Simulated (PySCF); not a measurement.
# How methods differ on the ionisation energy of Os⁵⁶⁺

Os⁵⁶⁺ [Ar] 3d2 [3d3/2^2, M_J = 2] → Os⁵⁷⁺ [Ar] 3d1 [3d3/2^1, M_J = 3/2], as a difference of total energies. All numbers are calculated (PySCF 2.14, the two-component X2C-1e Hamiltonian, in an even-tempered Gaussian basis (15 s from 16 bohr⁻², ratio 2.8; 12 p from 21 bohr⁻², ratio 2.8; 8 d from 21 bohr⁻², ratio 2.8; 3 f from 66 bohr⁻², ratio 3)). Correlated levels: [Ne] frozen; the 72 highest virtual spinors dropped. "Screened" scales the spin-orbit matrix elements by Boettger's factors to mimic the two-electron term; Breit and QED terms are absent.

```csv
method,ionisation energy (eV)
GHF (spin-free),5531.1
GMP2 (spin-free),5530.6
GHF (screened spin-orbit),5577.7
GMP2 (screened spin-orbit),5577.4
```

Breit and QED terms and the two-electron picture change are absent.

The spin-free rows relax to the high-spin LS determinant and lack the spin-orbit shift.

The labels give the starting determinants; with spin-orbit coupling the two ends relaxed to ⟨J²⟩ = 6.01, ⟨L²⟩ = 10.12, ⟨S²⟩ = 1.54 and ⟨J²⟩ = 3.75, ⟨L²⟩ = 6.06, ⟨S²⟩ = 0.81.

For comparison: 5575 ± 5 eV (theoretical estimate listed by NIST; NIST Atomic Spectra Database, ionization energies).
